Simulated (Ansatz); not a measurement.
Two structures of BSiH$_{5}$Cl$_{2}$O, singlet, reached by relaxing down either side of one saddle point (PBE0-D4/def2-TZVP). Energies are electronic, without zero-point energy. Computed with Ansatz 0.2.0 (basis: def2-TZVPP and def2-QZVPP); correlated methods freeze the cores. Extrapolation: Hartree–Fock as exp(−7.88 √X), correlation as X^−2.97. First:

| atom | x (Å) | y (Å) | z (Å) |
| --- | --- | --- | --- |
| B1 | -0.1419 | -0.6328 | -0.0914 |
| Si2 | 1.2980 | 0.7903 | -0.0942 |
| Cl3 | -0.5206 | -1.3376 | -1.7386 |
| Cl4 | 0.0318 | -1.8913 | 1.2274 |
| H5 | -2.1953 | -0.1004 | -0.4245 |
| O6 | -1.5898 | 0.0841 | 0.3122 |
| H7 | 0.9947 | 1.8644 | -1.0830 |
| H8 | 1.4290 | 1.4295 | 1.2466 |
| H9 | 2.6072 | 0.1813 | -0.4520 |
| H10 | -1.9133 | -0.3876 | 1.0973 |

Second:

```tsv
atom	x (Å)	y (Å)	z (Å)
B1	-1.0589	-1.5407	0.3186
Si2	1.3468	1.4555	-0.2205
Cl3	-0.7175	-2.0849	-1.3208
Cl4	0.1642	-1.6991	1.5561
H5	-0.1220	1.2383	-0.2852
O6	-2.2442	-1.0102	0.6488
H7	1.6869	2.6764	-0.9952
H8	1.7565	1.6349	1.1941
H9	2.0455	0.2851	-0.8058
H10	-2.8576	-0.9554	-0.0902
```

(1) Which bonds change from the first to the second?

(2) Give the saddle point's structure and its height above each. (An estimate is asked for; the value comes from the calculation.)

No T1 diagnostic of these runs exceeds 0.012.

Answers

(1) BSiH₃Cl₂ ([SiH3][B]([Cl])[Cl]) + H₂O → BHCl₂O ([OH][B]([Cl])[Cl]) + SiH₄; bonds formed: Si2–H5; dative contacts that become bonds: B1–O6; bonds broken: B1–Si2, H5–O6.

(2) The calculation gives: 1.333 eV above the first and 2.478 eV above the second (CCSD(T) at an estimated basis limit (MP2 extrapolated from triple and quadruple zeta, plus CCSD(T) − MP2 in triple zeta)).
```xyz
10
angstrom
B -0.3461 -0.8543 0.1413
Si 1.0246 0.8765 -0.1162
Cl -0.4241 -1.6378 -1.4825
Cl 0.3841 -1.7840 1.4810
H -0.7963 0.4999 0.2505
O -1.7186 -0.2631 0.5347
H 0.6771 1.8512 -1.1879
H 1.3360 1.6044 1.1410
H 2.1838 0.0627 -0.5452
H -2.3207 -0.3557 -0.2167
```

Labels in which every atom is bracketed show which atoms are joined, not bond orders.

For scale, one of the runs: CCSD(T)/def2-TZVPP, 258 basis functions, launched by `ansatz run in.yaml --threads 8 --pin off --events-out ev --progress --plain --max-ram 19148MiB`. Time: 75 s of wall clock on 8 CPU threads of an Intel Xeon Platinum 8175M; the host was shared. Peak host memory: 5.6 GiB.
